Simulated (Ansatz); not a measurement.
`[SiH3][NH][SnH2][SiH3]` + `[OH][AlH2]` → `[AlH2][O][SnH2][SiH3]` + `N[SiH3]`  (ligand exchange at the Sn–N bond)

Isolated molecules relaxed with PBE0-D4/def2-TZVP in Ansatz; ΔE leaves out vibrations. CCSD(T)/CBS is the MP2 limit (def2-TZVPP, def2-QZVPP) plus CCSD(T) − MP2 in def2-TZVPP, frozen cores. This one scheme is used for every species. Functionals use def2-TZVPP. B3LYP here is the variant with VWN-RPA as its local correlation; programs differ in this. def2 core potentials past Kr. For Sn outer-core shells are correlated without core-valence functions, which leaves a few kJ/mol of doubt a bond. Each species was taken in one conformer, which may not be the lowest.

```csv
level,ΔE (kcal/mol),difference from CCSD(T)/CBS
r2SCAN-D4,-6.8,-1.3
PBE0-D4,-5.4,0.1
B3LYP-D4,-6.4,-0.9
ωB97X-V,-6.3,-0.8
ωB97M-V,-5.8,-0.3
B2PLYP,-7.0,-1.5
PBE,-6.6,-1.1
r2SCAN,-7.0,-1.5
PBE0,-6.1,-0.6
B3LYP,-7.7,-2.2
HF/def2-TZVPP,-8.2,-2.7
MP2/def2-TZVPP,-4.9,0.6
SCS-MP2/def2-TZVPP,-5.9,-0.4
HF/def2-QZVPP,-8.5,-3.0
MP2/def2-QZVPP,-5.1,0.4
CCSD/CBS(def2),-5.7,-0.2
CCSD(T)/CBS,-5.5,0
```

Largest T1 diagnostic among the species: 0.014.

In def2-TZVPP, CCSD(T) changes the Hartree–Fock value by +2.8 kcal/mol (the triples alone add +0.2 kcal/mol) and MP2 by +3.3 kcal/mol. The D4 term adds +1.3 kcal/mol with B3LYP and +0.7 kcal/mol with PBE0; it sums over pairs of atoms, weighted by their polarisabilities, and B3LYP, whose exchange is more repulsive, gets the larger term.
